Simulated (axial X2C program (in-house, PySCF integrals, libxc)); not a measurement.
## Potential curves of AsF⁺, scalar-relativistic

All values were computed with an in-house relativistic program for diatomic molecules. Spin-free means the one-electron spin-free X2C Hamiltonian. Basis: As dyall-cv3z [9s9p6d4f1g], F dyall-av3z [7s6p3d2f] (cores contracted in-house); Gaussian nuclei, density fitting, unrestricted open shells. Masses: As 74.922 u, F 18.998 u.

State: M_S = 1/2, Λ = 1 (beyond evenly filled blocks: π+α). Energies in eV from the fragments at the same level (As+ + F). Fits are polynomials in 1 − R0/R over 0.85 to 1.23 times the lowest point R0.

| R (Å) | CCSD | CCSD(T) | HF | PBE0 |
| --- | --- | --- | --- | --- |
| 1.4451 |  |  | -1.3232 | -3.2751 |
| 1.5115 | -3.8024 | -3.9585 | -2.0336 | -4.0634 |
| 1.5613 | -4.1362 | -4.3071 | -2.3076 | -4.3975 |
| 1.6112 | -4.3041 | -4.4902 | -2.4179 | -4.5682 |
| 1.6610 | -4.3449 | -4.5466 | -2.4037 | -4.6137 |
| 1.7191 | -4.2726 | -4.4930 | -2.2705 | -4.5486 |
| 1.7773 | -4.1059 | -4.3453 | -2.0461 | -4.3899 |
| 1.8520 | -3.7975 | -4.0614 | -1.6678 | -4.0921 |
| 1.9434 |  |  | -1.1222 | -3.6386 |
| 2.0762 |  |  |  | -2.9001 |

Correlated methods: 11 electrons correlated (number of frozen shells: As 3 s, 2 p, 1 d; F 1 s), 231 virtual spin orbitals or spinors in MP2, 90 natural virtuals in coupled cluster.

One determinant describes the state; a PBE0 search over occupations chose it and may have missed a lower one. Dissociation energies refer to the lowest single-determinant-based atoms at the same level and basis. Coupled cluster ran in a truncated set of natural virtual spinors; the MP2 energy of the rest was added. (T) has no such correction and the atoms are truncated less, which lowers De at CCSD(T) by a hundredth of an eV or more. Without a current term, density functionals place determinants with orbital angular momentum somewhat too high. The stretched end of a curve changes character and is left out. Spin-free De lacks the spin–orbit lowering of the heavy p-block atom, a tenth of an eV or more for 4p and 5p, up to an eV for 6p and one to two eV for 7p atoms, less what an open-shell molecule gains itself. Coupled cluster ran on the points near the minimum only. MP2 and coupled cluster on one determinant become unreliable at the stretched end.

(1) Fit the CCSD curve near its minimum: give the equilibrium distance, the harmonic wavenumber and the well depth.

(2) Fit the CCSD(T) curve near its minimum: give the equilibrium distance, the harmonic wavenumber and the well depth.

(3) What are Re, ωe and De at the HF level?

(4) Fit the PBE0 curve near its minimum: give the equilibrium distance, the harmonic wavenumber and the well depth.

## Answers

(1) At CCSD, spin-free: Re = 1.655 Å, ωe ≈ 846 cm⁻¹, De = 4.35 eV to As+ + F; Be follows as 0.406 cm⁻¹.

(2) At CCSD(T), spin-free: Re = 1.663 Å, ωe ≈ 825 cm⁻¹, De = 4.55 eV to As+ + F; Be follows as 0.402 cm⁻¹.

(3) At HF, spin-free: Re = 1.629 Å, ωe ≈ 899 cm⁻¹, De = 2.43 eV to As+ + F; Be follows as 0.419 cm⁻¹.

(4) At PBE0, spin-free: Re = 1.658 Å, ωe ≈ 834 cm⁻¹, De = 4.61 eV to As+ + F; Be follows as 0.405 cm⁻¹.
